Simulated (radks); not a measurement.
Excited configurations of Ag II: one electron is placed in a higher orbital outside [Kr] 4d9. The ground configuration is [Kr] 4d10. Method: scalar-relativistic Kohn-Sham, PBE, spin-polarised, spherical densities, point nucleus; open shells are filled with parallel spins first (spin-orbit coupling, left out, can overturn this in heavy ions); computed with a radial shooting solver on a logarithmic mesh with Libxc functionals. Excitation = E - E(ground); binding = E(ion) - E, where the ion is the core of charge +2; n* = 2/sqrt(2 binding) in atomic units, and the quantum defect is n - n*.

outer orbital  excitation (eV)  binding (eV)     n*  quantum defect  eigenvalue (eV)  <r> (bohr)
4f                      18.306         3.624  3.875           0.125           -2.616       8.463
5s                       4.861        17.069  1.786           3.214          -13.268       2.692
5p                      10.490        11.440  2.181           2.819           -8.468       3.404
5d                      15.999         5.932  3.029           1.971           -4.352       5.700
5f                      19.476         2.455  4.709           0.291           -1.879       14.43
6d                      18.359         3.571  3.904           2.096           -2.762       10.68
7p                      18.641         3.290  4.067           2.933           -2.655       12.66

The Delta-SCF ionisation energy is 21.930 eV (NIST Atomic Spectra Database: 21.484 eV, measured). Self-interaction in the functional shifts the binding energies and quantum defects, so they are the method's values and not measured ones. Open shells are spherical and high-spin; term and fine-structure splittings are not resolved.
